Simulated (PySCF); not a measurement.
Excitation energy of Pm by level of theory

Pm [Xe] 4f5 6s2 (high-spin determinant) → Pm [Xe] 4f5 5d2 (high-spin determinant), as a difference of total energies. All numbers are calculated (PySCF 2.14, scalar relativity by spin-free X2C-1e, in x2c-TZVPPall (11s7p7d4f2g, 113 functions)). Correlated levels: valence: [Kr] 4d10 frozen; valence and next inner shell: [Ar] 3d10 frozen. The calculations carry no spin-orbit coupling.

```json
{"method": "UHF", "excitation energy (eV)": "2.929"}
{"method": "LDA", "excitation energy (eV)": "3.093"}
{"method": "PBE", "excitation energy (eV)": "2.799"}
{"method": "PBE0", "excitation energy (eV)": "2.776"}
{"method": "r2SCAN", "excitation energy (eV)": "2.379"}
{"method": "MP2 (valence)", "excitation energy (eV)": "3.280"}
{"method": "SCS-MP2 (valence)", "excitation energy (eV)": "3.566"}
{"method": "MP2 (valence and next inner shell)", "excitation energy (eV)": "3.368"}
{"method": "SCS-MP2 (valence and next inner shell)", "excitation energy (eV)": "3.631"}
```

Task: How much does correlation contribute at MP2 (valence and next inner shell)?

Result: 3.368 − (2.929) = 0.439 eV, measured against UHF.

A first-order spin-orbit estimate (lowest level to lowest level, LS coupling) adds -0.056 eV.

In the upper state the promoted electron has a positive orbital energy at r2SCAN, so the basis confines it.

The determinant of the upper state and of the lower state mixes LS terms, which raises its energy above the lowest term, most at the Hartree-Fock and MP2 levels.
